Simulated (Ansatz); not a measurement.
`[SiH3][SiH2][SiH3]` + `CBN` → `CBN[SiH3]` + `[SiH3][SiH3]` at 298.15 K and 1 bar (cleavage of the Si–Si bond).

Gas-phase electronic energies from Ansatz, PBE0-D4/def2-TZVP geometries. CCSD(T)/CBS is the MP2 limit (def2-TZVPP, def2-QZVPP) plus CCSD(T) − MP2 in def2-TZVPP, frozen cores. One conformer a species, not always the lowest.

```tsv
species	CCSD(T)/CBS energy (Eh)	H − E (kJ/mol)	S (J/(mol·K))
`[SiH3][SiH2][SiH3]`	-872.02658	195.8	347.4
`CBN`	-121.21267	215.9	273.6
`CBN[SiH3]`	-411.50704	261.1	331.1
`[SiH3][SiH3]`	-581.74359	143.7	274.2
```

H − E and S are ideal-gas, rigid-rotor, harmonic terms from PBE0-D4/def2-TZVP, for one conformer and one mirror image of each species. 1 Eh = 2625.50 kJ/mol, R = 8.31446 J/(mol·K).

Question: By hand: ΔE, ΔH, ΔS and ΔG.

Answer: ΔE = (-411.50704) + (-581.74359) − (-872.02658) − (-121.21267) = -0.01138 Eh = -29.9 kJ/mol. Δ(H − E) = 261.1 + 143.7 − 195.8 − 215.9 = -6.9, so ΔH = -36.8 kJ/mol. ΔS = 331.1 + 274.2 − 347.4 − 273.6 = -15.7 J/(mol·K). ΔG = -36.8 − 298.15 × (-15.7)/1000 = -32.1 kJ/mol.

Question: By hand: the equilibrium constant, and the temperature at which ΔG would vanish if ΔH and ΔS stayed fixed.

Answer: log₁₀ K = −ΔG/(RT ln 10) = 5.6. ΔG = 0 at ΔH/ΔS = 2344 K, though so small a ΔS makes that figure unsure.

ΔH outweighs TΔS. A doubt of 5 kJ/mol in ΔE shifts log₁₀ K by 0.9 here. Other conformers and mirror images would add mixing entropy, several J/(mol·K) or more a flexible species. These are equilibria of isolated gas molecules and say nothing of rates. Largest T1 diagnostic: 0.013 (customary marks: 0.02 for closed shells, 0.045 for open ones).
